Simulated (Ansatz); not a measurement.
Species: 2-fluoropropan-2-ylsilane, C3H9FSi (charge 0, singlet). 
Geometry from a B3LYP-D3(BJ)/def2-TZVP (Ansatz, a quantum-chemistry and plane-wave program) optimisation:
SMILES: CC(C)([SiH3])F
```xyz
14

C      1.1599    -0.6212    -1.0880
C     -0.0301    -0.3323    -0.1900
C     -1.3523    -0.4899    -0.9199
F     -0.0119    -1.3156     0.8501
Si     0.1181     1.3459     0.7141
H      2.0946    -0.5789    -0.5282
H      1.0647    -1.6176    -1.5266
H      1.2109     0.1074    -1.8995
H     -1.4201    -1.4878    -1.3603
H     -2.1949    -0.3548    -0.2412
H     -1.4348     0.2457    -1.7225
H      0.1083     2.4411    -0.2871
H     -1.0295     1.5144     1.6333
H      1.3889     1.3881     1.4715
```
Charge 0, spin multiplicity 1.

Basis-set convergence of Hartree-Fock and CCSD(T) correlation energies (hartree) with Ansatz. Correlated levels leave the core frozen unless marked. Spin-orbit coupling is left out. No relativistic terms.

```tsv
basis	functions	E(HF)	E(corr, CCSD(T))
cc-pV(D+d)Z	124	-507.22142	-0.80879
cc-pV(T+d)Z	285	-507.30251	-0.99654
cc-pV(Q+d)Z	554	-507.32189	-1.05683
```

Extrapolating the two largest sets (X = 3 and 4) as X^-3: E(corr) = (64·(-1.05683) - 27·(-0.99654))/37 = -1.1008 Eh, an estimate of the basis-set limit. The largest set recovers 96.0 % of it, the smallest 73.5 %.
